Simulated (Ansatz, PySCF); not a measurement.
Dimer: CH4O (SMILES CO) (first 6 atoms) with C2H3N (SMILES CC#N); geometry from B3LYP-D3(BJ)/def2-TZVP, rigid monomers moved along the line of their centres of mass till H6···N9 is 2.33 Å.
(charge 0, multiplicity 1):
```xyz
12

C     -0.581     0.187    -0.744
O      0.253    -0.739    -0.077
H     -1.634     0.086    -0.451
H     -0.506    -0.014    -1.813
H     -0.274     1.226    -0.569
H      0.193    -0.565     0.873
C     -0.288     0.516     5.659
C     -0.178     0.235     4.238
N     -0.091     0.013     3.115
H     -0.488     1.576     5.816
H     -1.102    -0.065     6.092
H      0.641     0.252     6.164
```

Interaction energies are E(AB) − E(A) − E(B) at the monomers' geometry in the complex; basis-set methods are counterpoise corrected.

Correlated levels freeze the cores.

Programs: Ansatz (a quantum-chemistry and plane-wave program); PySCF for the dispersion terms. 

PBE/def2-TZVPPD gives -192.2 meV for the interaction energy.

Predict the shift from PBE, with its sign, for: PBE-D3(BJ)/def2-TZVPPD, r2SCAN/def2-TZVPPD, PBE0/def2-TZVPPD, wB97M-V/def2-TZVPPD, MP2/aug-cc-pVDZ, CCSD(T)/aug-cc-pVDZ.

PBE-D3(BJ)/def2-TZVPPD -22.9; r2SCAN/def2-TZVPPD 2.2; PBE0/def2-TZVPPD 5.3; wB97M-V/def2-TZVPPD -7.7; MP2/aug-cc-pVDZ -5.3; CCSD(T)/aug-cc-pVDZ -0.5 meV. 2 of 6 lie above PBE; the widest gap is to PBE-D3(BJ)/def2-TZVPPD.
